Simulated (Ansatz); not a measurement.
Nudged elastic band run: FGeH5S

Input file:

```yaml
crystal:
  periodic: [false, false, false]
  atoms:
    - { symbol: Ge, position_ang: [-0.496603, 0.019647, -1.269188] }
    - { symbol: F, position_ang: [1.06241, -0.617827, -0.769025] }
    - { symbol: H, position_ang: [-0.451475, 0.006207, -2.805029] }
    - { symbol: H, position_ang: [-0.590828, 1.444022, -0.709647] }
    - { symbol: H, position_ang: [-1.563636, -0.927537, -0.710488] }
    - { symbol: H, position_ang: [0.97331, -0.642465, 1.369665] }
    - { symbol: S, position_ang: [0.248626, -0.252566, 2.443439] }
    - { symbol: H, position_ang: [0.818297, 0.970619, 2.450173] }
basis:
  gaussian: { orbitals: def2-SVP }
hamiltonian:
  xc: pbe0
neb:
  order_check: false
  images: 5
  f_tol: 0.03
  max_iterations: 60
  final_atoms:
    - { symbol: Ge, position_ang: [-0.76579461, 0.39356469, -0.55406952] }
    - { symbol: F, position_ang: [1.51644333, -1.81682725, -0.15306278] }
    - { symbol: H, position_ang: [0.42747529, 0.60588709, -1.49016566] }
    - { symbol: H, position_ang: [-1.7423609, 1.57905504, -0.63168803] }
    - { symbol: H, position_ang: [-1.48873914, -0.930929, -0.80801036] }
    - { symbol: H, position_ang: [1.23645848, -1.31668134, 0.58746911] }
    - { symbol: S, position_ang: [-0.01587274, 0.21895984, 1.56884512] }
    - { symbol: H, position_ang: [0.8324913, 1.26707093, 1.48058212] }
  initial_path:
    images:
      - { positions_ang: [[-0.496603, 0.019647, -1.269188], [1.06241, -0.617827, -0.769025], [-0.451475, 0.006207, -2.805029], [-0.590828, 1.444022, -0.709647], [-1.563636, -0.927537, -0.710488], [0.97331, -0.642465, 1.369665], [0.248626, -0.252566, 2.443439], [0.818297, 0.970619, 2.450173]] }
      - { positions_ang: [[-0.5040225, 0.06683902, -1.09881671], [1.08492181, -0.78664537, -0.66832173], [-0.25965791, 0.07425743, -2.57826783], [-0.77784647, 1.47845716, -0.6627348], [-1.54654012, -0.93413987, -0.67679651], [1.00285422, -0.73932104, 1.15203356], [0.17407409, -0.15836395, 2.23271578], [0.82631787, 0.99901661, 2.30008824]] }
      - { positions_ang: [[-0.511442, 0.11403103, -0.92844543], [1.10743362, -0.95546373, -0.56761846], [-0.06784082, 0.14230786, -2.35150666], [-0.96486494, 1.51289233, -0.6158226], [-1.52944424, -0.94074274, -0.64310501], [1.03239845, -0.83617707, 0.93440213], [0.09952219, -0.06416189, 2.02199256], [0.83433875, 1.02741421, 2.15000347]] }
      - { positions_ang: [[-0.5188615, 0.16122305, -0.75807414], [1.12994543, -1.1242821, -0.46691519], [0.12397627, 0.2103583, -2.12474549], [-1.15188342, 1.54732749, -0.5689104], [-1.51234836, -0.94734561, -0.60941352], [1.06194267, -0.93303311, 0.71677069], [0.02497028, 0.03004016, 1.81126934], [0.84235962, 1.05581182, 1.99991871]] }
      - { positions_ang: [[-0.60117254, 0.23867026, -0.6900726], [1.25877806, -1.35513048, -0.36229772], [0.22514261, 0.34220123, -1.91321888], [-1.34870924, 1.55790334, -0.58983628], [-1.50447862, -0.94187341, -0.67561246], [1.12011461, -1.06091585, 0.67367016], [0.01135594, 0.09301339, 1.73046127], [0.83907018, 1.12623152, 1.82680651]] }
      - { positions_ang: [[-0.68348358, 0.31611748, -0.62207106], [1.38761069, -1.58597887, -0.25768025], [0.32630895, 0.47404416, -1.70169227], [-1.54553507, 1.56847919, -0.61076215], [-1.49660888, -0.9364012, -0.74181141], [1.17828655, -1.18879859, 0.63056964], [-0.0022584, 0.15598662, 1.64965319], [0.83578074, 1.19665122, 1.65369432]] }
      - { positions_ang: [[-0.76579461, 0.39356469, -0.55406952], [1.51644333, -1.81682725, -0.15306278], [0.42747529, 0.60588709, -1.49016566], [-1.7423609, 1.57905504, -0.63168803], [-1.48873914, -0.930929, -0.80801036], [1.23645848, -1.31668134, 0.58746911], [-0.01587274, 0.21895984, 1.56884512], [0.8324913, 1.26707093, 1.48058212]] }
```

Run as:

```bash
$ ansatz run input.yaml --threads 2 --pin off --max-ram 3072MiB --backend cpu --events-out ev --progress --plain --runs-dir out
```

Output, in part (warnings, iteration lines, the closing report on the highest movable image, with atoms numbered from 0):

```
NEB end point (image 0): max|allowed force component| = 1.575e-2 eV/Å (the criterion of neb.relax_end_points is 1.000e-2)
NEB end point (image 6): max|allowed force component| = 4.163e-3 eV/Å (the criterion of neb.relax_end_points is 1.000e-2)
NEB iter   1: max|band force component| = 2.736e0 eV/Å  barrier→ = 1.4518 eV  barrier← = 1.4616 eV  Δτ_max = 0.2000 Å  (170 SCF iters)
NEB iter   2: max|band force component| = 1.230e0 eV/Å  barrier→ = 1.2366 eV  barrier← = 1.2464 eV  Δτ_max = 0.2000 Å  (140 SCF iters)
NEB iter   3: max|band force component| = 5.811e-1 eV/Å  barrier→ = 1.2067 eV  barrier← = 1.2165 eV  Δτ_max = 0.1361 Å  (138 SCF iters)
NEB iter   4: max|band force component| = 3.716e-1 eV/Å  barrier→ = 1.1929 eV  barrier← = 1.2026 eV  CI = image 3  Δτ_max = 0.0505 Å  (139 SCF iters)
NEB iter   5: max|band force component| = 1.331e-1 eV/Å  barrier→ = 1.2009 eV  barrier← = 1.2106 eV  CI = image 3  Δτ_max = 0.0456 Å  (140 SCF iters)
NEB iter   6: max|band force component| = 1.244e-1 eV/Å  barrier→ = 1.1999 eV  barrier← = 1.2096 eV  CI = image 3  Δτ_max = 0.0528 Å  (138 SCF iters)
NEB iter   7: max|band force component| = 1.047e-1 eV/Å  barrier→ = 1.1987 eV  barrier← = 1.2084 eV  CI = image 3  Δτ_max = 0.0386 Å  (128 SCF iters)
NEB iter   8: max|band force component| = 5.901e-2 eV/Å  barrier→ = 1.1978 eV  barrier← = 1.2076 eV  CI = image 3  Δτ_max = 0.0223 Å  (140 SCF iters)
NEB iter   9: max|band force component| = 2.532e-2 eV/Å  barrier→ = 1.1969 eV  barrier← = 1.2067 eV  CI = image 3  Δτ_max = 0.0156 Å  (137 SCF iters)
NEB iter  10: max|band force component| = 3.627e-2 eV/Å  barrier→ = 1.1964 eV  barrier← = 1.2061 eV  CI = image 3  Δτ_max = 0.0361 Å  (30 SCF iters)
NEB iter  11: max|band force component| = 1.821e-2 eV/Å  barrier→ = 1.1960 eV  barrier← = 1.2057 eV  CI = image 3  Δτ_max = 0.0157 Å  (136 SCF iters)
NEB iter  12: max|band force component| = 3.616e-2 eV/Å  barrier→ = 1.1957 eV  barrier← = 1.2054 eV  CI = image 3  Δτ_max = 0.0344 Å  (29 SCF iters)
NEB iter  13: max|band force component| = 2.398e-2 eV/Å  barrier→ = 1.1956 eV  barrier← = 1.2053 eV  CI = image 3  Δτ_max = 0.0122 Å  (227 SCF iters)
NEB iter  14: max|band force component| = 2.537e-2 eV/Å  barrier→ = 1.1955 eV  barrier← = 1.2052 eV  CI = image 3  Δτ_max = 0.0000 Å  (54 SCF iters)
Total energy: -70124.99578909 eV, -2577.0460628196 hartree
Atom 0 at    -0.511661     0.093594    -0.742315 Å, force    -0.005793    -0.013979    -0.004222 eV/Å
Atom 1 at     1.256607    -0.899456    -0.405538 Å, force     0.000455     0.005339     0.003907 eV/Å
Atom 2 at     0.022542     0.056263    -2.192567 Å, force    -0.001182     0.001391    -0.002096 eV/Å
Atom 3 at    -0.849455     1.571596    -0.464967 Å, force     0.004361    -0.001763     0.005183 eV/Å
Atom 4 at    -1.663887    -0.903142    -0.589659 Å, force    -0.003204     0.001740    -0.005728 eV/Å
Atom 5 at     1.050534    -0.784275     0.695911 Å, force     0.000820    -0.000794    -0.001593 eV/Å
Atom 6 at     0.018075    -0.155252     1.804729 Å, force     0.001847     0.009972    -0.003067 eV/Å
Atom 7 at     0.677345     1.020772     1.894305 Å, force     0.002696    -0.001905     0.007616 eV/Å
Dipole moment:    -0.066703     0.238948    -0.122684 e Å
```

The run converged. The band force fell under the threshold earlier too, but the program's further tests of the path sent the band on. A vibrational analysis at the climbing image gives one clearly imaginary mode, 565i cm⁻¹: a first-order saddle point. The orbitals stay closed-shell, which can raise the energy where a bond breaks towards radicals; this wasn't checked here.

Final band (atoms are numbered from 1 in the order of the input):

```csv
image,path coordinate (Å),energy (kJ/mol),Ge1–F2 (Å),H6–S7 (Å),Ge1–S7 (Å)
0,0.00,0.0,1.76,1.35,3.80
1,0.61,4.1,1.76,1.35,3.46
2,1.21,44.4,1.81,1.39,2.99
3,1.82,115.3,2.06,1.64,2.61
4,2.61,45.2,2.66,1.95,2.33
5,3.40,2.5,3.20,2.17,2.26
6,4.19,-0.9,3.20,2.21,2.26
```

Run time: 87 s on 2 threads of Intel(R) Xeon(R) Platinum 8488C (Sapphire Rapids) (shared host), peak memory 0.21 GiB.
